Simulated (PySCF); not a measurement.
This PySCF input asks for the NMR shieldings of SMILES C[C@H](CC(F)(F)F)S(=O)(=O)Cl, C4H6ClF3O2S; the geometry comes from GFN2-xTB.

```python
import basis_set_exchange as bse
import numpy as np
from pyscf import gto, dft
from pyscf.prop import nmr

atoms = """
C    -0.805686   -1.423645   -0.214716
C    -0.311226   -0.022330   -0.463283
C     0.761558    0.496030    0.471678
C     2.144413   -0.026535    0.110229
F     2.248465   -1.354585    0.257816
F     3.093207    0.519951    0.875661
F     2.468606    0.238522   -1.162475
S    -1.737134    1.091925   -0.229643
O    -1.321834    2.452808   -0.329140
O    -2.856088    0.649471   -0.991237
Cl   -2.188831    0.773709    1.727454
H    -1.080593   -1.553230    0.829994
H    -0.045358   -2.160455   -0.466717
H    -1.684686   -1.603965   -0.829666
H    -0.040565    0.139892   -1.507811
H     0.796356    1.587391    0.407416
H     0.552398    0.207076    1.504532
"""
names = dict.fromkeys(["C", "F", "S", "O", "Cl", "H"], "pcSseg-1")
basis = {el: gto.basis.parse(bse.get_basis(n, elements=[el], fmt="nwchem")) for el, n in names.items()}
mol = gto.M(atom=atoms, basis=basis, charge=0, verbose=0)
mf = dft.RKS(mol, xc="PBE0")
mf.grids.level = 2
mf.grids.alignment = dft.numint.BLKSIZE   # the property module wants whole blocks of grid points
mf.conv_tol = 1e-9
mf.kernel()

calc = nmr.RKS(mf)   # GIAO
C = mf.mo_coeff
Co = C[:, mf.mo_occ > 0]
resp = mf.gen_response(singlet=True, hermi=2)
def vind(x):   # induced exchange potential for any number of trial vectors
    d = np.einsum("pi,xij,qj->xpq", C, 2 * x.reshape(-1, C.shape[1], Co.shape[1]), Co, optimize=True)
    return np.einsum("xpq,pi,qj->xij", resp(d - d.transpose(0, 2, 1)), C, Co, optimize=True).ravel()
mo1, _ = nmr.rhf.solve_mo1(calc, with_cphf=vind)
sigma = calc.kernel(mo1)
for i, s in enumerate(sigma):   # ppm
    print("%2d %-2s %9.2f" % (i, mol.atom_pure_symbol(i), np.trace(s) / 3))
```

Task: What does it print?

Result: 
```
 0 C     170.77
 1 C     115.90
 2 C     146.83
 3 C      52.63
 4 F     251.99
 5 F     246.52
 6 F     257.98
 7 S     140.76
 8 O      44.93
 9 O      46.86
10 Cl    433.55
11 H      30.27
12 H      29.78
13 H      29.67
14 H      28.27
15 H      28.41
16 H      29.36
```

These numbers come from an equivalent density-fitted implementation of the same equations, which agrees with the script to about 0.01 ppm for H and up to a few tenths of a ppm for heavy atoms, so last digits may differ.

Task: Turn these shieldings into chemical shifts. References, each an isolated molecule treated in the same way: TMS for ¹³C (186.93 ppm), ¹H (31.72 ppm); ¹⁹F (170.95 ppm) against CFCl3; ³³S (503.73 ppm) vs CS2; H2O for ¹⁷O (336.08 ppm); ³⁵Cl (949.78 ppm) vs HCl.

Result: Averaging equivalent atoms: C 3: 134.3; C 1: 71.0; C 2: 40.1; C 0: 16.2; F 4/5/6: -81.2; S 7: 363; O 8: 291.2; O 9: 289.2; Cl 10: 516; H 14: 3.44; H 15: 3.30; H 16: 2.35; H 11/12/13: 1.81 ppm. Unscaled 19F shifts against computed CFCl3 carry errors that often reach 10 to 50 ppm. Unscaled 17O shifts of doubly bonded oxygen tend to come out too high, by tens of ppm or more. Experimental scales use liquid or dissolved standards, which lie at an offset from isolated H2O (liquid H2O: subtract about 36 ppm).

Size and cost of the density-fitted run: 231 basis functions, about 2.5 core-minutes.
